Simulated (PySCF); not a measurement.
## Dipole response of Pt⁺ (platinum, charge +1)

[Xe] 4f14 5d8 6s1, high-spin 4F determinant (an excited configuration). Calculation: PySCF 2.14, in x2c-TZVPPall with one added diffuse shell each of s, p, d, f type (12s8p8d4f1g, 113 functions); scalar relativity by spin-free X2C-1e. Coupled (time-dependent) response in atomic units; α is the mean over directions.

```csv
method,mean α (bohr³),C₆ (like pair),S(−4)
PBE,22.57,180.8,183.4
```

S(−4) is the Cauchy moment in α(ω) = α(0) + S(−4) ω² + …

Spin-orbit coupling is absent.

α(iu) at PBE:

| u (hartree) | α(iu) (bohr³) |
| --- | --- |
| 0 | 22.57 |
| 0.0500 | 22.12 |
| 0.100 | 20.93 |
| 0.200 | 17.60 |
| 0.300 | 14.46 |
| 0.500 | 10.17 |
| 0.750 | 7.187 |
| 1.00 | 5.436 |
| 1.50 | 3.490 |
| 2.00 | 2.449 |
| 3.00 | 1.399 |
| 5.00 | 0.6302 |

For an ion, C₆ is the dispersion term alone; charge-induced terms of lower order in 1/R come first.

Spin-orbit coupling, absent here, splits the open shell strongly.
